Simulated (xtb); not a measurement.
FIn, triplet, from a rough starting geometry (GFN-xTB shapes and energies of metal compounds can be far from the true ones) (the spin is typed, not shown lowest); GFN2-xTB (xtb).

Here is a job for xtb.
```
$ xtb mol.xyz --gfn 2 --uhf 2 --opt vtight --json

# file mol.xyz
2

In    -0.54602793    -0.43870533    -0.71712177
F      0.56105326     0.43010942     0.72826033
```

It wrote (shortened):

```
   ID    Z sym.   atoms
    1   49 In     1
    2    9 F      2

           -------------------------------------------------
          |                Calculation Setup                |
           -------------------------------------------------

           -------------------------------------------------
          |                 G F N 2 - x T B                 |
           -------------------------------------------------

          ...................................................
          :                      SETUP                      :
          :.................................................:
          :  # basis functions                  14          :
          :  # atomic orbitals                  13          :
          :  # shells                            5          :
          :  # electrons                        10          :
          :  max. iterations                   250          :
          :  Hamiltonian                  GFN2-xTB          :
          :  restarted?                      false          :
          :  GBSA solvation                  false          :
          :  PC potential                    false          :
          :  electronic temp.          300.0000000     K    :
          :  accuracy                    1.0000000          :
          :  -> integral cutoff          0.2500000E+02      :
          :  -> integral neglect         0.1000000E-07      :
          :  -> SCF convergence          0.1000000E-05 Eh   :
          :  -> wf. convergence          0.1000000E-03 e    :
          :  Broyden damping             0.4000000          :
          :  net charge                          0          :
          :  unpaired electrons                  2          :
          ...................................................

 iter      E             dE          RMSdq      gap      omega  full diag
   1     -5.7078780 -0.570788E+01  0.727E+00    0.00       0.0  T
   2     -5.7260832 -0.182052E-01  0.659E+00    0.00       1.0  T
   3     -5.7868295 -0.607463E-01  0.199E+00    0.00       1.0  T
   4     -5.7804776  0.635191E-02  0.242E+00    0.00       1.0  T
   5     -5.7875035 -0.702590E-02  0.727E-01    0.00       1.0  T
   6     -5.7877472 -0.243668E-03  0.584E-01    0.00       1.0  T
   7     -5.7882396 -0.492393E-03  0.924E-02    0.00       1.0  T
   8     -5.7882538 -0.142244E-04  0.346E-02    0.00       2.0  T
   9     -5.7882532  0.612493E-06  0.328E-02    0.00       2.2  T
  10     -5.7882549 -0.170741E-05  0.124E-03    0.00      56.9  T
  11     -5.7882549 -0.200122E-08  0.286E-04    0.00     246.9  T
  12     -5.7882549 -0.115278E-09  0.197E-05    0.00    3587.7  T

   *** convergence criteria satisfied after 12 iterations ***

 transition dipole moment (au) for excitation:           5           6
     X       Y       Z
  -0.9330   0.1345   0.6338  total (au/Debye):    1.136   2.887
 dE (eV)             :    8.199
 oscillator strength :  0.36656E+00

         :::::::::::::::::::::::::::::::::::::::::::::::::::::
         ::                     SUMMARY                     ::
         :::::::::::::::::::::::::::::::::::::::::::::::::::::
         :: total energy              -5.787299264630 Eh    ::
         :: gradient norm              0.024373894748 Eh/a0 ::
         :: HOMO-LUMO gap              0.000000000000 eV    ::
         ::.................................................::
         :: SCC energy                -5.788254909560 Eh    ::
         :: -> isotropic ES            0.011407732043 Eh    ::
         :: -> anisotropic ES          0.000175846385 Eh    ::
         :: -> anisotropic XC         -0.000566309712 Eh    ::
         :: -> dispersion             -0.000392052175 Eh    ::
         :: repulsion energy           0.000955644929 Eh    ::
         :: add. restraining           0.000000000000 Eh    ::
         :: total charge               0.000000000316 e     ::
         :::::::::::::::::::::::::::::::::::::::::::::::::::::

[...]
 * total energy  :    -5.7872993 Eh     change       -0.7744916E-12 Eh
 * total energy  :    -5.7887024 Eh     change       -0.1403119E-02 Eh
 * total energy  :    -5.7901116 Eh     change       -0.1409256E-02 Eh
 * total energy  :    -5.7902386 Eh     change       -0.1270011E-03 Eh
 * total energy  :    -5.7902446 Eh     change       -0.5927482E-05 Eh
 * total energy  :    -5.7902456 Eh     change       -0.1017126E-05 Eh
 * total energy  :    -5.7902456 Eh     change       -0.9255530E-10 Eh
   *** GEOMETRY OPTIMIZATION CONVERGED AFTER 7 ITERATIONS ***
         :: total energy              -5.790245585128 Eh    ::
[...]
         :: gradient norm              0.000000452858 Eh/a0 ::
         :: HOMO-LUMO gap              0.000000000000 eV    ::
         ::.................................................::
         :: SCC energy                -5.790384051829 Eh    ::
         :: -> isotropic ES            0.010064402808 Eh    ::
         :: -> anisotropic ES          0.000335479482 Eh    ::
         :: -> anisotropic XC         -0.000162220637 Eh    ::
         :: -> dispersion             -0.000396122052 Eh    ::
         :: repulsion energy           0.000138466701 Eh    ::
         :: add. restraining           0.000000000000 Eh    ::
         :: total charge               0.000000000005 e     ::
         :::::::::::::::::::::::::::::::::::::::::::::::::::::

           -------------------------------------------------
          |                Property Printout                |
           -------------------------------------------------

    * Orbital Energies and Occupations

         #    Occupation            Energy/Eh            Energy/eV
      -------------------------------------------------------------
         1        2.0000           -0.8315108             -22.6266
         2        2.0000           -0.5682189             -15.4620
         3        2.0000           -0.5336894             -14.5224
         4        2.0000           -0.5336894             -14.5224
         5        1.0000           -0.5091612             -13.8550
         6        0.5000           -0.2034231              -5.5354 (HOMO)
         7        0.5000           -0.2034231              -5.5354 (LUMO)
         8                         -0.1498445              -4.0775
         9                         -0.0786536              -2.1403
        10                         -0.0786536              -2.1403
        11                         -0.0488160              -1.3284
        12                         -0.0488160              -1.3284
        13                          0.2481224               6.7518
      -------------------------------------------------------------
                  HL-Gap            0.0000000 Eh            0.0000 eV
             Fermi-level           -0.3622596 Eh           -9.8576 eV

     #   Z          covCN         q      C6AA      α(0)
     1  49 In       0.636     0.113   564.144    62.333
     2   9 F        0.636    -0.113    10.401     3.806

 Mol. C6AA /au·bohr⁶  :        697.045917
 Mol. C8AA /au·bohr⁸  :      89763.305604
 Mol. α(0) /au        :         66.138164

Wiberg/Mayer (AO) data.
largest (>0.10) Wiberg bond orders for each atom

 ---------------------------------------------------------------------------
     #   Z sym  total        # sym  WBO       # sym  WBO       # sym  WBO
 ---------------------------------------------------------------------------
     1  49 In   0.913 --     2 F    0.913
     2   9 F    0.913 --     1 In   0.913
 ---------------------------------------------------------------------------

Topologies differ in total number of bonds
Writing topology from bond orders to xtbtopo.mol

molecular dipole:
                 x           y           z       tot (Debye)
 q only:       -0.260      -0.204      -0.339
   full:       -0.361      -0.283      -0.471       1.670
molecular quadrupole (traceless):
                xx          xy          yy          xz          yz          zz
 q only:       -0.005      -0.001       0.011      -0.011       0.001      -0.005
  q+dip:       -0.036       0.208      -0.116       0.332       0.275       0.152
   full:       -0.048       0.297      -0.172       0.480       0.391       0.220

optimized geometry written to: xtbopt.xyz

           -------------------------------------------------
          | TOTAL ENERGY               -5.790245585128 Eh   |
          | GRADIENT NORM               0.000000452858 Eh/α |
          | HOMO-LUMO GAP               0.000000000000 eV   |
           -------------------------------------------------
```
